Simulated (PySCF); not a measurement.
# BeZn: energy against distance

Set-up: basis Be cc-pVDZ, Zn cc-pVDZ-PP with ECP10; scalar-relativistic core potentials; PySCF 2.14. Energies in eV from Be + Zn in their ground configurations at the same level. State: ¹Σ⁺ (singlet), closed shell.

All columns are PBE. A positive dipole means Be(−)Zn(+).

```json
{"R (Å)": "2.429", "E (eV)": "-0.182", "μ (D)": "0.55", "Mulliken charge on Be (basis-dependent)": "-0.06", "HOMO (eV)": "-4.62", "LUMO (eV)": "-2.57", "Mayer bond order": "0.70", "⟨S²⟩": "0.00"}
{"R (Å)": "2.542", "E (eV)": "-0.217", "μ (D)": "0.51", "Mulliken charge on Be (basis-dependent)": "-0.05", "HOMO (eV)": "-4.71", "LUMO (eV)": "-2.48", "Mayer bond order": "0.61", "⟨S²⟩": "0.00"}
{"R (Å)": "2.655", "E (eV)": "-0.228", "μ (D)": "0.47", "Mulliken charge on Be (basis-dependent)": "-0.04", "HOMO (eV)": "-4.80", "LUMO (eV)": "-2.41", "Mayer bond order": "0.53", "⟨S²⟩": "0.00"}
{"R (Å)": "2.739", "E (eV)": "-0.227", "μ (D)": "0.44", "Mulliken charge on Be (basis-dependent)": "-0.03", "HOMO (eV)": "-4.87", "LUMO (eV)": "-2.36", "Mayer bond order": "0.48", "⟨S²⟩": "0.00"}
{"R (Å)": "2.824", "E (eV)": "-0.220", "μ (D)": "0.41", "Mulliken charge on Be (basis-dependent)": "-0.03", "HOMO (eV)": "-4.93", "LUMO (eV)": "-2.32", "Mayer bond order": "0.43", "⟨S²⟩": "0.00"}
{"R (Å)": "2.909", "E (eV)": "-0.209", "μ (D)": "0.38", "Mulliken charge on Be (basis-dependent)": "-0.03", "HOMO (eV)": "-4.99", "LUMO (eV)": "-2.29", "Mayer bond order": "0.38", "⟨S²⟩": "0.00"}
{"R (Å)": "3.022", "E (eV)": "-0.191", "μ (D)": "0.34", "Mulliken charge on Be (basis-dependent)": "-0.02", "HOMO (eV)": "-5.06", "LUMO (eV)": "-2.29", "Mayer bond order": "0.32", "⟨S²⟩": "0.00"}
{"R (Å)": "3.163", "E (eV)": "-0.167", "μ (D)": "0.29", "Mulliken charge on Be (basis-dependent)": "-0.02", "HOMO (eV)": "-5.15", "LUMO (eV)": "-2.29", "Mayer bond order": "0.27", "⟨S²⟩": "0.00"}
{"R (Å)": "3.332", "E (eV)": "-0.137", "μ (D)": "0.23", "Mulliken charge on Be (basis-dependent)": "-0.01", "HOMO (eV)": "-5.24", "LUMO (eV)": "-2.28", "Mayer bond order": "0.21", "⟨S²⟩": "0.00"}
{"R (Å)": "3.558", "E (eV)": "-0.103", "μ (D)": "0.17", "Mulliken charge on Be (basis-dependent)": "-0.01", "HOMO (eV)": "-5.34", "LUMO (eV)": "-2.26", "Mayer bond order": "0.15", "⟨S²⟩": "0.00"}
```

A fit through these points gives, at Re = 2.679 Å, μ = 0.46 D and dμ/dR = -0.349 D/Å; the reduced mass is 7.899 u.

**Question.** How strong is the fundamental in the double-harmonic approximation, I = 42.26·(dμ/dR)²/μred km/mol?

**Answer.** I = 42.26·(-0.349)²/7.899 = 0.652 km/mol at PBE.

Closed-shell solutions of metal pairs were not tested for spin polarisation, which can lower them a little. The bond is weak. Basis-set superposition, not corrected here, can be much of De in a small basis, most of all at correlated wavefunction levels. Functionals without a dispersion term scatter widely for such bonds, and LDA overbinds them.
